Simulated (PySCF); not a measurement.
Predicted microwave data (PySCF, PBE0-D3(BJ)/def2-SVP geometry optimisation, gas phase) for one isomer of C8H16:

- Rotational constants: A = 3249, B = 1096, C = 1009 MHz
- Dipole components: |μa| = 0.43 D, |μb| = 0.02 D, |μc| = 0.13 D
- Inertial defect: -115.71 u·Å²
- κ: -0.92

Question: Which structure is it? (One computed conformer of each.)
A. `[CH3:1][CH:2]([CH3:3])[CH:4]1[CH2:5][CH2:6][CH2:7][CH2:8]1` with C1–C2–C4–C5 -178°, C2–C4–C5–C6 -160°, C4–C5–C6–C7 42°, C5–C6–C7–C8 -34°, C6–C7–C8–C4 13° (isopropylcyclopentane)
B. `[CH2:1]1[CH2:2][CH2:3][CH2:4][CH2:5][CH2:6][CH2:7][CH2:8]1` with C8–C1–C2–C3 -64°, C1–C2–C3–C4 -44°, C2–C3–C4–C5 100°, C3–C4–C5–C6 -65° (cyclooctane)
C. `[CH2:1]=[CH:2][CH2:3][C@@H:4]([CH3:5])[CH:6]([CH3:7])[CH3:8]` with C1–C2–C3–C4 -121°, C2–C3–C4–C5 67°, C3–C4–C6–C7 -56°
D. `[CH3:1][C:2]1([CH3:3])[CH2:4][CH2:5][CH2:6][CH2:7][CH2:8]1` with C1–C2–C4–C5 172°, C2–C4–C5–C6 -55°, C4–C5–C6–C7 55°, C5–C6–C7–C8 -55° (1,1-dimethylcyclohexane)
E. `[CH3:1][C@@H:2]1[CH2:3][CH2:4][CH2:5][CH2:6][C@H:7]1[CH3:8]` with C1–C2–C3–C4 179°, C2–C3–C4–C5 55°, C3–C4–C5–C6 -55°, C4–C5–C6–C7 55°

Answer: C. It is C=CC[C@@H](C)C(C)C, a near-prolate asymmetric top, point group C1. The candidates at the same level (rigid rotor, commonest isotopes):

```csv
SMILES,A (MHz),B (MHz),C (MHz),μa (D),μb (D),μc (D),Δ (u·Å²),point group,rotor
C=CC[C@@H](C)C(C)C,3249,1096,1009,0.43,0.02,0.13,-115.71,C1,near-prolate asymmetric top
C1CCCCCCC1,2277,2156,1317,0.03,0.00,0.02,-72.55,Cs,asymmetric top
C[C@@H]1CCCC[C@H]1C,2635,1905,1205,0.03,0.00,0.00,-37.59,C2,asymmetric top
CC1(C)CCCCC1,3007,1696,1491,0.08,0.00,0.02,-127.06,Cs,asymmetric top
CC(C)C1CCCC1,3660,1357,1067,0.04,0.01,0.01,-36.97,C1,asymmetric top
```

`CC1(C)CCCCC1` has B 55 % too high; `CC(C)C1CCCC1` has B 24 % too high; `C1CCCCCCC1` has B 97 % too high; `C[C@@H]1CCCC[C@H]1C` has B 74 % too high. No structure here is proved a minimum.
